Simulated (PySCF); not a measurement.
**Spinor energies of Cu²⁰⁺ (copper, charge +20)**

Start: [He] 2s2 2p5; 2p1/2 filled at m_j = -1/2, +1/2; 2p3/2 filled at m_j = -1/2, +1/2, +3/2. Calculated with PySCF 2.14 in an uncontracted even-tempered set (18 s from 5.1 bohr⁻², ratio 2.4; 12 p from 6.6 bohr⁻², ratio 2.4; 5 d from 29 bohr⁻², ratio 2.6; 5 f from 43 bohr⁻², ratio 2.6): generalised Hartree-Fock with the X2C-1e Hamiltonian and a Gaussian nucleus; one run each with spin-orbit coupling (SO) switched off, then screened by Boettger's factors.

```csv
spinor shell,electrons,"ε, spin-free (eV)","ε, screened SO (eV)",weight of nominal j (screened SO),"rms radius, screened SO (bohr)"
1s1/2,2,-9957.8,-9957.0,1.000,0.0600
2s1/2,2,-1949.6,-1949.4,1.000,0.246
2p1/2,2,-1812.1,-1826.8,0.960,0.217
2p3/2,3,-1812.1,-1804.7,0.973,0.220
```

```json
{"quantity": "E (hartree)", "spin-free": "-1394.64234", "screened SO": "-1394.93921"}
{"quantity": "M_J", "spin-free": "3/2", "screened SO": "3/2"}
{"quantity": "⟨J²⟩", "spin-free": "3.750", "screened SO": "3.750"}
{"quantity": "⟨L²⟩", "spin-free": "2.000", "screened SO": "2.001"}
{"quantity": "⟨S²⟩", "spin-free": "0.750", "screened SO": "0.750"}
```

Each row is a mean over spinors that exchange with the open shell spreads, by up to 22.048 eV (2s1/2).

Without spin-orbit coupling the j labels of p, d and f shells carry no meaning; the spin-free column gives the mean over the occupied spinors of each nl shell.
